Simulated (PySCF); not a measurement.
UHF on Cr (chromium, neutral)

Configuration: [Ar] 3d5 4p1, high-spin 7P determinant (an excited configuration). All numbers are calculated (PySCF 2.14, the spin-free X2C one-electron Hamiltonian (Gaussian nucleus), in x2c-QZVPPall).

| Property | Result |
| --- | --- |
| Total energy | -1049.574486 hartree |
| One-electron energy | -1446.3207 hartree |
| Hartree (Coulomb) energy | 444.9220 hartree |
| Exchange energy | -48.1758 hartree |
| ⟨S²⟩ | 12.0001 |
| ⟨L²⟩ | 2.081 |
| Sum of ⟨r⟩ | 21.85 bohr |
| Sum of ⟨r²⟩ | 52.30 bohr² |
| Traceless quadrupole moment −½Σ⟨3z² − r²⟩ along its main axis | -12.7 e·bohr² |
| Langevin diamagnetic susceptibility | -41.4 ×10⁻⁶ cm³/mol |

| shell | electrons | mean orbital energy (eV) | spread (eV) | rms radius, mean of both spins (bohr) |
| --- | --- | --- | --- | --- |
| 1s β | 1 | -6043.5 | 0 | 0.0734 |
| 1s α | 1 | -6043.5 | 0 | 0.0734 |
| 2s α | 1 | -725.58 | 0 | 0.316 |
| 2s β | 1 | -722.97 | 0 | 0.316 |
| 2p α | 3 | -606.94 | 0.058 | 0.287 |
| 2p β | 3 | -604.30 | 0.024 | 0.287 |
| 3s α | 1 | -97.262 | 0 | 0.973 |
| 3s β | 1 | -87.935 | 0 | 0.973 |
| 3p α | 3 | -63.674 | 0.124 | 1.06 |
| 3p β | 3 | -52.157 | 0.060 | 1.06 |
| 3d α | 5 | -11.805 | 0.341 | 1.57 |
| 4p α | 1 | -3.398 | 0 | 5.54 |

Densities and radii are taken from the X2C orbitals without a picture-change correction, which distorts them close to the nucleus.

Spin-orbit constants ζ (cm⁻¹) from the X2C one-electron operator on these orbitals: bare nucleus, nucleus screened by l(l+1)(2l+1)/3 electrons, and screened by the Breit-Pauli mean field of the electrons.

```csv
shell,bare,screened nucleus,mean field
2p,49350,45240,43380
3p,5589,5123,4877
3d,410.3,239.4,208.9
4p,117.9,108.0,101.6
```

To first order the Landé constant is A = 16.93 cm⁻¹, so the lowest level has J = 2 and lies 0.00840 eV below the centre of the term. This holds in LS coupling only.
